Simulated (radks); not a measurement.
Valence configurations of F+ (all share [He]). All-electron calculation, Dirac Kohn-Sham, PBE, spin-unpolarised, spherical densities, finite nucleus; open shells fill j = l - 1/2 first; Fermi nuclear charge, rms radius 2.8976 fm. Program: a radial shooting solver on a logarithmic mesh with Libxc functionals. Energies are relative to 2s2 2p4; eigenvalues in eV.

valence	E (eV)	e(2p1/2)	e(2p3/2)	e(2s1/2)
2s2 2p4	0.000	-28.349	-28.275	-47.379
2s1.5 2p4.5	9.558	-28.411	-28.337	-47.464
2s1 2p5	19.127	-28.477	-28.403	-47.553
2p6	38.300	-28.617	-28.544	-

NIST lists [He] 2s2 2p4 as the ground configuration; this level of theory agrees among the configurations tried. The energies are those of spherical spin-averaged densities, not of single terms.
